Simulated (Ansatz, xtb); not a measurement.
## CH4SbSe: 3 structures ranked

3 gas-phase structures of CH4SbSe, found in a search over its isomers (lower ones may exist). Each was relaxed with GFN2-xTB:

A. `C[Se][SbH]`, a doublet
B. `[CH3][Sb][SeH]`, a doublet
C. `[CH3][SbH][Se]`, a doublet

Question: Make a reasoned guess at their ranking by r2SCAN-D4/def2-SVP single-point energy.

Answer: Calculated order at r2SCAN-D4/def2-SVP: B (0.0), A (19.5), C (56.3) kJ/mol.

Energies above the lowest of each column, in kJ/mol; the last columns are at PBE0-D3(BJ)/def2-SVP geometries:

```
structure  GFN2-xTB  HF/STO-3G  r2SCAN-D4/def2-SVP  PBE0-D3(BJ)/def2-SVP  CCSD(T)/def2-SVP + ΔMP2/def2-TZVPP
        B       0.0        0.0                 0.0                   0.0                                 0.0
        A      17.5       24.2                19.5                  21.4                                25.2
        C      25.0        5.1                56.3                  56.2                                55.2
```

Every level run on B puts it lowest or level with the lowest. Flexible structures stand in one conformer each, not always the lowest. Open shells are spin-unrestricted. Atoms past krypton carry core potentials in the def2 sets, without spin–orbit terms. ΔMP2 is the change of the MP2 energy from the smaller to the larger basis.

Programs: Ansatz 0.2.0, xtb 6.7.1.
